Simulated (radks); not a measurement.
Results of a calculation; reference values are marked as such.
Bi XIII, 71 electrons, occupied as [Xe] 4f14 5d1 6s2 (not the ground configuration). Level of theory: scalar-relativistic Kohn-Sham, PBE, spin-unpolarised, spherical densities, point nucleus (a radial shooting solver on a logarithmic mesh with Libxc functionals).

Radial electron density D(r) = 4 pi r^2 rho(r):

r (bohr)   D(r) (e/bohr)
0.0009349          12.02
0.001247           18.02
0.001663           26.55
0.0022             37.85
0.002935           52.85
0.003914           70.84
0.005221           89.96
0.006963           106.6
0.009287           115.8
0.01239            114.5
0.01652            106.4
0.02186            103.7
0.02916            119.3
0.03889            147.4
0.05186            157.0
0.06917            135.2
0.09226            123.9
0.1231             145.2
0.1641             134.5
0.2172             90.75
0.2896             91.51
0.3863             95.12
0.5152             56.48
0.6872             28.97
0.9166             16.29
1.222              6.716
1.63               2.631
2.157             0.6147
2.877            0.03614
3.838          0.0003272

D(r) has 4 maxima, at r = 0.0103, 0.0486, 0.135, 0.345 bohr, and minima at 0.0202, 0.0865, 0.247 bohr, inside which lie 1.87, 10.92, 30.13 electrons.
